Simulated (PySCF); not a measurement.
Simulation results for AlBFH₂

Computed with PySCF 2.14.0. Calculation on a computer-drawn molecule: vertical ionisation energy to the stated ion spin, frozen-core CCSD(T) at the basis limit and cheaper methods, single-reference cases, UHF for radicals, no spin-orbit; all values are single points at the evaluated structure, the first of each entry, which is the reference or a displaced copy of it and isn't optimised; the reference structure only sets the zero of the energies above reference; triples share is (T) over the correlation energy.

Common to all runs: charge 1; multiplicity 1; ion multiplicity 2; diffuse functions no; basis cc-pV(n+d)Z; reference is the Hartree-Fock double-zeta minimum; best is HF at quadruple zeta + MP2 correlation extrapolated from triple and quadruple zeta + CCSD(T) minus MP2 at triple zeta; basis step is the size of the change from the same recipe one zeta lower.

```yaml
- entry: 1
  formula: AlBFH2
  evaluated_structure:
    atoms_angstrom:
      - [B, 1.0379, -2.8569, -0.3]
      - [Al, -0.0775, -1.4919, -1.4654]
      - [F, -1.0543, -0.3544, -2.3341]
      - [H, 0.8094, -2.9267, 0.8043]
      - [H, 1.8823, -3.4893, -0.951]
  reference_structure:
    atoms_angstrom:
      - [B, 1.0801, -2.8664, -0.3345]
      - [Al, -0.134, -1.4328, -1.4675]
      - [F, -1.0254, -0.3798, -2.3002]
      - [H, 0.8298, -2.9507, 0.8211]
      - [H, 1.8985, -3.4527, -0.9605]
  given:
    drawn_bonds_atom: [1, 2, 1, 1]
    drawn_bonds_other_atom: [2, 3, 4, 5]
    drawn_bonds_order: [1, 1, 1, 1]
  results:
    "ionisation_energy_best [eV]": 18.11
    "ionisation_energy_basis_step [eV]": 0.03515
    "energy_above_reference_best [kcal/mol]": 7.518
    "energy_above_reference_basis_step [kcal/mol]": 0.4514
    triple_zeta_method: [HF, PBE, r2SCAN, B3LYP, wB97X, MP2, CCSD, "CCSD(T)"]
    "triple_zeta_ionisation_energy [eV]": [17.22, 17.74, 17.75, 17.99, 17.99, 17.9, 18.0, 18.0]
    "triple_zeta_energy_above_reference [kcal/mol]": [10.46, 5.95, 7.297, 7.156, 7.532, 7.27, 8.029, 7.572]
    "ionisation_energy_Koopmans_at_triple_zeta [eV]": 18.16
    "ionisation_energy_EOM_CCSD_at_triple_zeta [eV]": 18.12
    "total_energy_HF_triple_zeta [hartree]": -367.0074
    "total_energy_CCSD(T)_triple_zeta [hartree]": -367.4412
    "total_energy_best [hartree]": -367.5112
    T1_diagnostic_at_triple_zeta: 0.01544
    D1_diagnostic_at_triple_zeta: 0.03339
    ion_T1_diagnostic_at_triple_zeta: 0.02307
    ion_D1_diagnostic_at_triple_zeta: 0.06943
    ion_spin_squared_at_triple_zeta: 0.7674
    triples_share_at_triple_zeta: 0.02997
    basis_functions_triple_zeta: 127
- entry: 2
  formula: AlBFH2
  evaluated_structure:
    atoms_angstrom:
      - [B, 1.094, -2.8341, -0.3251]
      - [Al, -0.1115, -1.4118, -1.4392]
      - [F, -0.981, -0.3782, -2.2734]
      - [H, 0.9359, -3.0035, 0.7185]
      - [H, 1.9082, -3.4619, -0.9963]
  reference_structure:
    atoms_angstrom:
      - [B, 1.0801, -2.8664, -0.3345]
      - [Al, -0.134, -1.4328, -1.4675]
      - [F, -1.0254, -0.3798, -2.3002]
      - [H, 0.8298, -2.9507, 0.8211]
      - [H, 1.8985, -3.4527, -0.9605]
  given:
    drawn_bonds_atom: [1, 2, 1, 1]
    drawn_bonds_other_atom: [2, 3, 4, 5]
    drawn_bonds_order: [1, 1, 1, 1]
  results:
    "ionisation_energy_best [eV]": 18.0
    "ionisation_energy_basis_step [eV]": 0.01791
    "energy_above_reference_best [kcal/mol]": 5.41
    "energy_above_reference_basis_step [kcal/mol]": 0.09205
    triple_zeta_method: [HF, PBE, r2SCAN, B3LYP, wB97X, MP2, CCSD, "CCSD(T)"]
    "triple_zeta_ionisation_energy [eV]": [17.06, 17.72, 17.7, 17.95, 17.9, 17.8, 17.9, 17.91]
    "triple_zeta_energy_above_reference [kcal/mol]": [4.916, 6.223, 5.489, 5.421, 5.446, 5.438, 5.381, 5.53]
    "ionisation_energy_Koopmans_at_triple_zeta [eV]": 17.99
    "ionisation_energy_EOM_CCSD_at_triple_zeta [eV]": 18.01
    "total_energy_HF_triple_zeta [hartree]": -367.0162
    "total_energy_CCSD(T)_triple_zeta [hartree]": -367.4445
    "total_energy_best [hartree]": -367.5146
    T1_diagnostic_at_triple_zeta: 0.01337
    D1_diagnostic_at_triple_zeta: 0.02875
    ion_T1_diagnostic_at_triple_zeta: 0.01948
    ion_D1_diagnostic_at_triple_zeta: 0.05691
    ion_spin_squared_at_triple_zeta: 0.7663
    triples_share_at_triple_zeta: 0.0281
    basis_functions_triple_zeta: 127
- entry: 3
  formula: AlBFH2
  evaluated_structure:
    atoms_angstrom:
      - [B, 1.0901, -2.8473, -0.2619]
      - [Al, -0.1032, -1.4243, -1.4411]
      - [F, -0.9189, -0.4419, -2.296]
      - [H, 0.8667, -2.9422, 0.747]
      - [H, 1.8127, -3.4593, -0.9885]
  reference_structure:
    atoms_angstrom:
      - [B, 1.0801, -2.8664, -0.3345]
      - [Al, -0.134, -1.4328, -1.4675]
      - [F, -1.0254, -0.3798, -2.3002]
      - [H, 0.8298, -2.9507, 0.8211]
      - [H, 1.8985, -3.4527, -0.9605]
  given:
    drawn_bonds_atom: [1, 2, 1, 1]
    drawn_bonds_other_atom: [2, 3, 4, 5]
    drawn_bonds_order: [1, 1, 1, 1]
  results:
    triples_share_at_triple_zeta: null
    "total_energy_best [hartree]": null
- entry: 4
  formula: AlBFH2
  evaluated_structure:
    atoms_angstrom:
      - [B, 1.0901, -2.8473, -0.2619]
      - [Al, -0.1032, -1.4243, -1.4411]
      - [F, -0.8807, -0.4879, -2.2559]
      - [H, 0.8667, -2.9422, 0.747]
      - [H, 1.8127, -3.4593, -0.9885]
  reference_structure:
    atoms_angstrom:
      - [B, 1.0801, -2.8664, -0.3345]
      - [Al, -0.134, -1.4328, -1.4675]
      - [F, -1.0254, -0.3798, -2.3002]
      - [H, 0.8298, -2.9507, 0.8211]
      - [H, 1.8985, -3.4527, -0.9605]
  given:
    drawn_bonds_atom: [1, 2, 1, 1]
    drawn_bonds_other_atom: [2, 3, 4, 5]
    drawn_bonds_order: [1, 1, 1, 1]
  results:
    triples_share_at_triple_zeta: null
```

## Withheld values
1. Estimate the triples share at triple zeta of AlBFH₂ (entry 3).
2. AlBFH₂ (entry 3): total energy best?
3. Give the missing triples share at triple zeta for AlBFH₂ (entry 4).

Answers
1. 0.02749
2. -367.5064 hartree
3. 0.0267

Further results for AlBFH₂ (entry 3):

- ionisation energy best: 17.72 eV
- ionisation energy basis step: 0.009542 eV
- energy above reference best: 10.52 kcal/mol
- energy above reference basis step: 0.2232 kcal/mol
- ionisation energy Koopmans at triple zeta: 17.6 eV
- ionisation energy EOM CCSD at triple zeta: 17.71 eV
- total energy HF triple zeta: -367.0101 hartree
- total energy CCSD(T) triple zeta: -367.4362 hartree
- T1 diagnostic at triple zeta: 0.01272
- D1 diagnostic at triple zeta: 0.02709
- ion T1 diagnostic at triple zeta: 0.01806
- ion D1 diagnostic at triple zeta: 0.05532
- ion spin squared at triple zeta: 0.7607
- basis functions triple zeta: 127

Triple zeta:
```csv
method,ionisation energy (eV),energy above reference (kcal/mol)
HF,16.72,8.773
PBE,17.49,12.11
r2SCAN,17.43,10.68
B3LYP,17.69,10.36
wB97X,17.61,10.61
MP2,17.49,10.73
CCSD,17.6,10.37
CCSD(T),17.62,10.72
```

Further results for AlBFH₂ (entry 4):

- ionisation energy best: 17.63 eV
- ionisation energy basis step: 0.002881 eV
- energy above reference best: 19.47 kcal/mol
- energy above reference basis step: 0.4791 kcal/mol
- ionisation energy Koopmans at triple zeta: 17.49 eV
- ionisation energy EOM CCSD at triple zeta: 17.62 eV
- total energy HF triple zeta: -366.9983 hartree
- total energy CCSD(T) triple zeta: -367.4219 hartree
- total energy best: -367.4922 hartree
- T1 diagnostic at triple zeta: 0.01182
- D1 diagnostic at triple zeta: 0.02488
- ion T1 diagnostic at triple zeta: 0.01667
- ion D1 diagnostic at triple zeta: 0.05141
- ion spin squared at triple zeta: 0.7603
- basis functions triple zeta: 127

Triple zeta:
```csv
method,ionisation energy (eV),energy above reference (kcal/mol)
HF,16.61,16.14
PBE,17.43,21.82
r2SCAN,17.36,19.51
B3LYP,17.61,19.32
wB97X,17.53,19.36
MP2,17.41,19.96
CCSD,17.51,19.11
CCSD(T),17.54,19.72
```
